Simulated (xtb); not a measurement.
C4H8O2, SMILES C[C@@]1(O)[C@H](C1)O. All values are semi-empirical tight-binding results from xtb (GFN2-xTB unless named), good for trends rather than for accurate numbers. Geometry: GFN2-xTB. The structure was generated by enumeration; whether it is a known compound was not checked. Other conformers were not sampled.

Problem. Estimate the properties. (The exact figures need the calculation; the answer reports its results.)

Solution. 
- orbital gap = 9.04 eV
- dipole moment = 1.08 D
- zero-point energy = 71.8 kcal/mol
- G − E(el) at 298.15 K (modified RRHO) = 52.8 kcal/mol
- static polarisability (D4 model) = 55.6 bohr³
- solvation energy, GFN2-xTB/ALPB(water) = -8.4 kcal/mol
- solvation energy, GFN2-xTB/ALPB(acetone) = -9.4 kcal/mol

Problem. Give the IR lines (harmonic; lines under 4 % of the strongest left out, lines within 3 cm⁻¹ merged). (The exact figures need the calculation; the answer reports its results.)

Solution. ν (cm⁻¹): 233 (s), 243 (m), 286 (vs), 385 (w), 398 (m), 748 (w), 910 (w), 1016 (w), 1077 (w), 1098 (w), 1168 (vs), 1214 (s), 1233 (s), 1259 (m), 1306 (m), 1400 (w), 1457 (w), 2967 (m), 3013 (m), 3028 (m), 3067 (w), 3093 (w), 3119 (w), 3523 (w) (against the strongest line: vs over 80 %, s over 45 %, m over 15 %, w over 4 %, vw less)
